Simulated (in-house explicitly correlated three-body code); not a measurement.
Computed with an exponentially correlated three-body code. Model: two electrons around a point charge, non-relativistic, variational in 260 exponentially correlated functions (energies converged to about 1e-7 hartree, or 1e-8 relative for large Z).

Command:
```bash
python run_hyl.py task.json out
```
Settings (lengths in bohr, energies in hartree):
```
Z                      8
screening              4.8
interaction_strength   1
functions              260
states_tried           1
```

Run time, properties included: 4 s on 1 thread of Intel(R) Xeon(R) 6975P-C (Granite Rapids), with other jobs on the host.

**Ground state only, binding against the one-electron ion.**

Given: nuclear charge 8; Yukawa screening of all interactions 4.8 1/bohr.

Computed: one-electron threshold -6.79269808 hartree.

```csv
term,energy (hartree),binding (eV)
1 1S,-12.231164,147.99
```

**Converged states only, values per electron or pair (inverse distances are <exp(-kr)/r>).**

```tsv
term	mean r (bohr)	mean r squared (bohr²)	mean inverse r (1/bohr)	mean r12 (bohr)	mean inverse r12 (1/bohr)	mean cosine	mean p1 dot p2 (bohr⁻²)	delta r1 (bohr⁻³)	delta r12 (bohr⁻³)
1 1S	0.26242	0.098816	3.2841	0.39169	1.2572	-0.012092	0.44126	98.176	8.2251
```
